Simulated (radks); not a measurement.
Species: the rhenium ion Re+. Configuration: [Xe] 4f14 5d5 6s1. All-electron calculation, scalar-relativistic Kohn-Sham, r2SCAN, spin-polarised, spherical densities, finite nucleus; open shells are filled with parallel spins first (spin-orbit coupling, left out, can overturn this in heavy ions); meta-GGA in the generalised Kohn-Sham scheme; Fermi nuclear charge, rms radius 5.3698 fm. Program: a radial shooting solver on a logarithmic mesh with Libxc functionals.

Normalised radial functions P(r) = r R(r), r in bohr:

r         5s down    5p up    6s up
0.001925   0.1088   0.0054   0.0385
0.003014   0.1434   0.0113   0.0508
0.004755   0.1779   0.0237   0.0629
0.007442   0.1956   0.0478   0.0692
0.01174    0.1675   0.0928   0.0593
0.01838    0.0585   0.1619   0.0206
0.029     -0.1386   0.2394  -0.0491
0.04539   -0.2990   0.2468  -0.1058
0.07161   -0.1646   0.0580  -0.0578
0.1121     0.2905  -0.2800   0.1033
0.1768     0.3441  -0.2876   0.1196
0.2768    -0.4171   0.3114  -0.1509
0.4332    -0.4450   0.4618  -0.1402
0.6835     0.7774  -0.4802   0.2909
1.07       1.1108  -1.0554   0.1998
1.688      0.4266  -0.6247  -0.4500
2.642      0.0503  -0.1437  -0.6877
4.168      0.0012  -0.0097  -0.3402
6.524      0.0000  -0.0001  -0.0558

5s down: eigenvalue -93.080 eV, 4 radial nodes at r = 0.0214, 0.0855, 0.222, 0.520 bohr, <r> = 1.03 bohr, 90 % of the charge inside 1.48 bohr. 5p up: eigenvalue -57.232 eV, 3 radial nodes at r = 0.0777, 0.225, 0.560 bohr, <r> = 1.22 bohr, 90 % of the charge inside 1.78 bohr. 6s up: eigenvalue -13.956 eV, 5 radial nodes at r = 0.0214, 0.0854, 0.221, 0.506, 1.25 bohr, <r> = 2.77 bohr, 90 % of the charge inside 4.01 bohr.
